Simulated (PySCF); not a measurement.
C2H2Cl, SMILES [CH]=CCl, multiplicity 2. The structure is a stationary point at PBE0-D3(BJ)/def2-TZVP. The isomer is the one that the SMILES or the coordinates give; other isomers of the formula were not compared.

Computed equilibrium geometry at PBE0-D3(BJ)/def2-TZVP (PySCF confirms it by a frequency run) as Cartesian coordinates in Å, and its point group:
point group Cs.
```xyz
5

C      0.2431     1.6952     0.0000
C     -0.5178     0.6453     0.0000
Cl     0.1159    -0.9825     0.0000
H      1.2787     1.9889     0.0000
H     -1.6008     0.6713     0.0000
```
Charge 0, spin multiplicity 2.
